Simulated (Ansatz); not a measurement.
[Ni(OH)4]2- (NiO4H4²⁻), relaxed as a singlet with RKS PBE-D4/def2-SVPD in Ansatz, starting from the PBE-D4/def2-SVPD geometry of the charge -2 triplet. Force threshold 0.02 eV/Å.

A multiply charged anion in the gas phase is held together partly by the finite basis. The restricted singlet is unstable towards broken spin symmetry at other levels; at PBE-D4/def2-SVPD this wasn't settled. The highest occupied level of the charge -2 singlet lies above zero (up to 5.99 eV). The electron is either unbound and held by the finite basis, or the level is raised by self-interaction error. At PBE0-D4/def2-TZVPD a triplet of charge -2 lies 0.18 eV below the restricted singlet, each at its own geometry.

Start:

```xyz
9

Ni    0.152   -0.018   -0.178
O     0.603   -1.257    1.287
H     1.199   -0.616    1.724
O    -0.785   -1.415   -1.359
H    -0.729   -2.144   -0.712
O     1.600    1.321    0.404
H     1.026    2.109    0.364
O    -1.239    1.330   -0.540
H    -1.826    0.689   -0.990
```

**Question.** Estimate the energy that the relaxation releases and the steps that it takes.

**Answer.** 18.3 kcal/mol, in 8 steps; 13 s on 4 threads of Arm Neoverse V1 on a shared host. The force fell under the threshold at step 6, but the optimiser went on. No frequencies were taken in this run, so the end may be a saddle point.

**Question.** Does the start keep its bonding and symmetry?

**Answer.** By distances, no bond broke or formed. The bond that changes most is Ni1–O6, from 2.06 to 1.92 Å (atoms count from 1). Point group C2 at the start, C4h at the end, both within 0.05 Å; within 0.015 Å the end is C4.

**Question.** Predict the relaxed structure.

**Answer.** 
```xyz
9

Ni    0.0107   -0.0012   -0.0125
O     0.9393   -1.3998    0.9229
H     1.5431   -0.8150    1.4184
O    -1.1228   -1.3113   -0.8446
H    -0.7360   -2.0870   -0.3968
O     1.1389    1.3094    0.8259
H     0.7120    2.0898    0.4248
O    -0.9220    1.3978   -0.9432
H    -1.5631    0.8173   -1.3950
```
Bond lengths: 4 × Ni–O 1.92 Å; 4 × H–O 0.98 Å.
